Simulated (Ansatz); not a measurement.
Cost and result up the ladder for Zn₆O₅ (11 atoms). Total charge 0; singlet. Geometry: r2SCAN-D4/def2-SVP.

```xyz
11

Zn    1.3576   -2.3619   -0.9822
Zn   -0.5283    1.3045    1.6451
Zn    1.1154   -1.1728    1.6611
Zn   -1.2448    2.9786    3.5263
Zn   -1.2348    1.4893   -1.2346
Zn   -0.1083   -0.6995   -2.7905
O    -1.3858    2.2032    0.3653
O    -1.0798    0.7694   -2.8386
O     0.8736   -2.1615   -2.6682
O     0.4343    0.1483    2.5989
O     1.8008   -2.4976    0.7173
```

Ansatz on 4 threads of Arm Neoverse N1 on a shared host. Times are rough, and most runs start from the orbitals of an earlier one. PBE0-D4/def2-TZVP serves as the yardstick here, not as an exact answer. Differences are given only for rows in sets of like size (and for xTB, whose basis is part of the method), since another set adds its own error. Binding counts from free atoms at the same level (Zn singlet, O triplet; other spins of the atoms weren't run), without zero-point energy or a counterpoise term.

Correlated methods freeze 59 core orbitals. The rows differ in basis, and correlated rows in double-zeta sets carry the largest basis error. Another isomer (singlet) lies 0.56 eV lower at PBE0-D4/def2-TZVP; other spin states weren't run for this one.

Correlated methods converge slowly with the basis, most of all in double-zeta sets.

```csv
level,functions,binding energy per atom (eV),difference from PBE0-D4/def2-TZVP (eV)
PBE0-D4/def2-TZVP,443,2.48,0.00
r2SCAN-D4/def2-TZVP,443,2.66,0.18
PBE-D4/def2-TZVP (with forces),443,2.66,0.18
PBE0-D4/def2-SVP,256,2.54,–
MP2/def2-SVP,256,2.53,–
PBE-D4/def2-SVP,256,2.78,–
B97M-V/def2-TZVP,443,2.49,0.01
```

Task: Estimate how long each takes.

Result: PBE-D4/def2-SVP 11 s; PBE0-D4/def2-SVP 27 s; PBE-D4/def2-TZVP (with forces) 31 s; MP2/def2-SVP 32 s; r2SCAN-D4/def2-TZVP 56 s; PBE0-D4/def2-TZVP 81 s; B97M-V/def2-TZVP 91 s. On shared hardware such times vary by a factor of up to 3.
